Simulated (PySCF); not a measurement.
Electronic structure of As²⁺ (arsenic, charge +2) at the UHF level

Configuration: [Ar] 3d10 4s1 4p2, high-spin 4P determinant (an excited configuration). Computed with PySCF 2.14 in aug-cc-pVQZ-DK (8s7p5d3f2g, 93 functions), with the spin-free X2C one-electron Hamiltonian (Gaussian nucleus).

```
Total energy                                                  : -2257.774967 hartree
One-electron energy                                           : -3119.0198 hartree
Hartree (Coulomb) energy                                      : 943.5540 hartree
Exchange energy                                               : -82.3092 hartree
⟨S²⟩                                                          : 3.7513
⟨L²⟩                                                          : 2.012
Sum of ⟨r⟩                                                    : 19.17 bohr
Sum of ⟨r²⟩                                                   : 23.33 bohr²
Traceless quadrupole moment −½Σ⟨3z² − r²⟩ along its main axis : 2.20 e·bohr²
Langevin diamagnetic susceptibility                           : -18.5 ×10⁻⁶ cm³/mol
```

```tsv
shell	electrons	mean orbital energy (eV)	spread (eV)	rms radius, mean of both spins (bohr)
1s α	1	-11967.3	0	0.0524
1s β	1	-11966.8	0	0.0524
2s α	1	-1595.2	0	0.219
2s β	1	-1594.9	0	0.219
2p α	3	-1397.0	0.055	0.196
2p β	3	-1396.7	0.232	0.196
3s α	1	-248.50	0	0.639
3s β	1	-247.39	0	0.639
3p α	3	-184.80	0.009	0.666
3p β	3	-184.01	0.688	0.666
3d α	5	-79.423	0.459	0.744
3d β	5	-78.970	0.704	0.744
4s α	1	-42.580	0	1.95
4p α	2	-29.550	0	2.26
```

Densities and radii are taken from the X2C orbitals without a picture-change correction, which distorts them close to the nucleus.

Spin-orbit constants ζ (cm⁻¹) from the X2C one-electron operator on these orbitals: bare nucleus, nucleus screened by l(l+1)(2l+1)/3 electrons, and screened by the Breit-Pauli mean field of the electrons.

```tsv
shell	bare	screened nucleus	mean field
2p	203400	191100	n/a
3p	27790	26110	n/a
3d	3209	2237	n/a
4p	2073	1947	n/a
```

To first order the Landé constant is A = 649.0 cm⁻¹, so the lowest level has J = 1/2 and lies 0.201 eV below the centre of the term. This holds in LS coupling only.
